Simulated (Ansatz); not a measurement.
Consider the formal hydrolysis of a C–Ge bond: `C=[C]([AlH2])[GeH3]` + H₂O → `C=[C](O)[AlH2]` + GeH₄.

Program: Ansatz. Geometries: PBE0-D4/def2-TZVP. ΔE: electronic, gas phase. CCSD(T)/CBS adds triple-zeta CCSD(T) − MP2 to the extrapolated MP2 energy (def2 sets, frozen cores). This one scheme is used for every species. Functionals use def2-TZVPP. B3LYP here is the variant with VWN-RPA as its local correlation; programs differ in this. For Ge outer-core shells are correlated without core-valence functions, which leaves a few kJ/mol of doubt a bond. Scalar relativity is left out up to krypton. One conformer a species, not always the lowest.

`C=[C]([AlH2])[GeH3]`:

Cartesian coordinates in Å:
```
C -0.444 1.451 0.436
C 0.044 0.266 0.043
Al 1.907 0.233 -0.504
Ge -1.136 -1.280 0.059
H -1.474 1.596 0.767
H 0.169 2.353 0.449
H 2.701 1.608 -0.445
H 2.601 -1.110 -0.988
H -2.533 -0.861 0.559
H -0.574 -2.378 0.981
H -1.260 -1.877 -1.356
```

H₂O:

Z-matrix (Å, degrees):
```
O
H 1 0.960
H 1 0.960 2 105.1
```

`C=[C](O)[AlH2]`:

Cartesian coordinates in Å:
```
C 0.109 0.258 1.444
C 0.445 -0.025 0.179
O 1.766 -0.252 -0.103
Al -0.998 -0.082 -1.131
H 0.844 0.312 2.243
H -0.928 0.442 1.699
H 1.867 -0.442 -1.039
H -0.627 -0.415 -2.643
H -2.477 0.204 -0.648
```

GeH₄:

```xyz
5

Ge    0.000    0.000    0.000
H     0.677    1.220   -0.638
H     0.003   -1.166   -0.997
H    -1.446    0.353    0.369
H     0.766   -0.407    1.265
```

| level | ΔE (kcal/mol) | difference from CCSD(T)/CBS |
| --- | --- | --- |
| PBE0-D4 | 11.1 | -4.2 |
| ωB97M-V | 11.4 | -3.9 |
| B2PLYP | 11.5 | -3.8 |
| B3LYP | 8.8 | -6.5 |
| MP2/def2-TZVPP | 16.6 | 1.3 |
| CCSD/def2-TZVPP | 14.2 | -1.1 |
| MP2/def2-QZVPP | 17.1 | 1.8 |
| SCS-MP2/def2-QZVPP | 15.6 | 0.3 |
| HF/CBS(def2) | 10.8 | -4.5 |
| CCSD/CBS(def2) | 15.2 | -0.1 |
| CCSD(T)/CBS | 15.3 | 0 |

Largest T1 diagnostic among the species: 0.013.

In def2-TZVPP, CCSD(T) changes the Hartree–Fock value by +3.2 kcal/mol (the triples alone add +0.1 kcal/mol) and MP2 by +5.5 kcal/mol. The D4 term adds +1.8 kcal/mol with B3LYP and +1.0 kcal/mol with PBE0; it sums over pairs of atoms, weighted by their polarisabilities, and B3LYP, whose exchange is more repulsive, gets the larger term. From PBE to PBE0 (25 % exact exchange), in def2-TZVPP and without D4, ΔE moves by +1.8 kcal/mol.
